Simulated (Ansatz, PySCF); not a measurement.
Constitutional and geometric isomers with formula CH2B2. All species are isolated molecules in the gas phase. Strings in code marks are SMILES.

Quantity: vertical ionisation energy (energy after one electron is removed minus that of the parent at the parent's geometry), in eV. The restricted reference of `B1=CB1` is unstable towards unrestricted orbitals.

Level 1: frozen-core MP2/cc-pVTZ // B3LYP-D3(BJ)/def2-TZVP (Ansatz, a first-principles code)
Level 2: PBE/6-31G* // B3LYP-D3(BJ)/def2-TZVP (PySCF)
Level 3: minus the HOMO energy of PBE-D3(BJ)/def2-TZVP // B3LYP-D3(BJ)/def2-TZVP (PySCF)
Level 4: minus the HOMO energy of TPSSh-D3(BJ)/def2-TZVP // B3LYP-D3(BJ)/def2-TZVP (PySCF)

```json
[
 {"species": "`B1=CB1`", "level 2": "10.47", "level 3": "6.97", "level 4": "7.54"},
 {"species": "`B=C=B`", "level 2": "9.88", "level 3": "6.59", "level 4": "6.94"}
]
```

Task: What does level 1 give for each?

Result: 
- `B1=CB1`: 10.80
- `B=C=B`: 10.08
